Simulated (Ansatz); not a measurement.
Cost and result for the atomization energy of H$_{5}$NOSi$_{2}$ (9 atoms, 9 bonds).

```xyz
9

N    -0.3986    0.5110   -0.7638
Si   -0.7655   -0.9736    0.0436
O     0.5459   -0.6994    1.0426
Si    0.9455    0.7431    0.2993
H    -0.7997    1.0242   -1.5251
H    -0.6302   -2.2123   -0.7639
H    -2.0546   -1.0211    0.7790
H     0.8657    1.9089    1.2155
H     2.2915    0.7191   -0.3272
```

The species carries charge 0 and has multiplicity 1. The geometry is a stationary point of PBE0-D4/def2-TZVP. Program: Ansatz. All runs use 4 threads of a server CPU on a shared host. Times are those of one run each, without the atoms' runs, and a repeat can differ threefold. Electronic energies, without spin–orbit coupling; frozen cores. CCSD(T)/CBS adds CCSD(T) − MP2 in def2-TZVPP to the MP2 limit, and its time is that of the two runs behind it. T1 = 0.011. B3LYP takes the VWN-RPA correlation (the form of Gaussian; ORCA's B3LYP/G). HSE06 is the plane-wave form, built on full-range PBE exchange.

CCSD(T)/CBS is a level of theory with its own doubt, some kJ/mol a heavy atom from the limit and from the frozen cores, so smaller differences don't rank the functionals.

| level | functions | wall time | atomization (kJ/mol) | difference from CCSD(T)/CBS | per bond |
| --- | --- | --- | --- | --- | --- |
| LDA (SPW92)/def2-TZVPP | 216 | 1.6 s | 3628.4 | 391.8 | 43.5 |
| CCSD(T)/def2-SVP | 89 | 2.6 s | 2926.5 | -310.1 | -34.5 |
| BLYP-D4/def2-TZVPP | 216 | 2.7 s | 3196.8 | -39.8 | -4.4 |
| PBE-D4/def2-TZVPP (with forces) | 216 | 3 s | 3219.5 | -17.1 | -1.9 |
| BHLYP-D4/def2-TZVPP | 216 | 3.3 s | 3138.3 | -98.3 | -10.9 |
| HSE06-D4/def2-TZVPP | 216 | 3.6 s | 3178.9 | -57.7 | -6.4 |
| CAM-B3LYP-D4/def2-TZVPP | 216 | 3.7 s | 3237.8 | 1.2 | 0.1 |
| B3LYP-D4/def2-TZVPP (with forces) | 216 | 5 s | 3211.2 | -25.4 | -2.8 |
| r2SCANh-D4/def2-TZVPP | 216 | 6 s | 3191.2 | -45.4 | -5.0 |
| r2SCAN-D4/def2-TZVPP (with forces) | 216 | 6.5 s | 3211.3 | -25.3 | -2.8 |
| MP2/def2-QZVPP | 404 | 20 s | 3246.5 | 9.9 | 1.1 |
| CCSD(T)/def2-TZVPP | 216 | 70 s | 3126.5 | -110.1 | -12.2 |
| CCSD(T)/CBS(def2) | – | 90 s | 3236.6 | 0.0 | 0.0 |

From BLYP to BHLYP (50 % exact exchange), in def2-TZVPP and without D4, the atomization energy moves by −39.6 kJ/mol: exact exchange takes away binding that semilocal exchange gives to molecules. At CCSD(T), def2-SVP lies −310.1 kJ/mol from the extrapolated value and def2-TZVPP −110.1 kJ/mol: correlation converges slowly with the basis, and small sets miss more of it in the bonded molecule than in its fragments. The D4 term adds +32.8 kJ/mol with B3LYP and +16.8 kJ/mol with PBE0; it sums over pairs of atoms, weighted by their polarisabilities, and B3LYP, whose exchange is more repulsive, gets the larger term.
